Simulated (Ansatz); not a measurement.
Task: Name a neutral molecule of Br, C, O and H with HOMO energy (PBE/def2-TZVPP) between -6.65 and -6.35 eV and size of the dipole moment (ωB97M-V/def2-TZVPP) between 1.20 and 1.50 D (Ansatz, PBE0-D4/def2-TZVP geometry).

Result: `O=C(O)c1ccc(Br)cc1` (-6.39 eV, 1.44 D). Other molecules can fit too; these were computed, each in one conformer that needn't be the lowest.
